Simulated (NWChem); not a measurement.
System: SnSiH6O; SMILES [SiH3][O][SnH3]

def2 effective core potentials on Sn; no spin-orbit coupling.

Question: Give the equilibrium geometry at PBE0/def2-SVP with def2 effective core potentials on Sn (NWChem) as an XYZ file, with the point group.

Answer: point group C1; any orientation.
```
9

Sn    -0.0043     0.9372    -0.0224
O     -0.6112    -0.9542    -0.0280
Si     0.0529    -2.4619     0.0194
H     -1.4554     1.8305    -0.0761
H      0.8751     1.1762     1.4260
H      0.9668     1.1549    -1.4145
H      0.9489    -2.7106    -1.1577
H     -1.0410    -3.4781     0.0044
H      0.8756    -2.6670     1.2570
```
